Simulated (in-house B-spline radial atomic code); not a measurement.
Orbital energies and mean radii along the 34-electron series, configuration [Ar] 3d10 4s2 4p4. The effective charge is n√(-2ε), a non-relativistic measure. Computed with a radial B-spline atomic code at the basis-set limit: Dirac-Hartree-Fock, average of the configuration, finite nuclei.

| ion | Z | energy of 3d3/2 (Eh) | mean radius of 3d3/2 (bohr) | energy of 3p3/2 (Eh) | mean radius of 3p3/2 (bohr) | energy of 4s1/2 (Eh) | mean radius of 4s1/2 (bohr) | energy of 4p1/2 (Eh) | mean radius of 4p1/2 (bohr) | effective charge of 3d3/2 |
| --- | --- | --- | --- | --- | --- | --- | --- | --- | --- | --- |
| Er34+ | 68 | -103.64 | 0.19718 | -116.58 | 0.22403 | -59.498 | 0.45507 | -56.206 | 0.4538 | 43.192 |
| Tm35+ | 69 | -108.65 | 0.19328 | -121.87 | 0.21988 | -62.506 | 0.44515 | -59.12 | 0.44352 | 44.224 |
| Yb36+ | 70 | -113.78 | 0.18953 | -127.27 | 0.21586 | -65.593 | 0.43562 | -62.113 | 0.43365 | 45.255 |
| Lu37+ | 71 | -119.02 | 0.18591 | -132.79 | 0.21199 | -68.76 | 0.42644 | -65.184 | 0.42417 | 46.286 |
| Hf38+ | 72 | -124.39 | 0.18242 | -138.43 | 0.20824 | -72.007 | 0.4176 | -68.335 | 0.41505 | 47.318 |
| Ta39+ | 73 | -129.87 | 0.17905 | -144.19 | 0.20461 | -75.336 | 0.40908 | -71.567 | 0.40627 | 48.349 |
| W40+ | 74 | -135.47 | 0.1758 | -150.08 | 0.20111 | -78.747 | 0.40086 | -74.879 | 0.39781 | 49.38 |
| Re41+ | 75 | -141.19 | 0.17266 | -156.08 | 0.19771 | -82.242 | 0.39292 | -78.274 | 0.38966 | 50.412 |
| Os42+ | 76 | -147.02 | 0.16962 | -162.2 | 0.19442 | -85.82 | 0.38524 | -81.752 | 0.38178 | 51.443 |
| Ir43+ | 77 | -152.98 | 0.16668 | -168.44 | 0.19123 | -89.483 | 0.37782 | -85.314 | 0.37418 | 52.475 |

(1) How does the screening of 3d3/2 change?

Results:

(1) Z less the effective charge goes from 24.81 at Z = 68 to 24.52 at Z = 77.
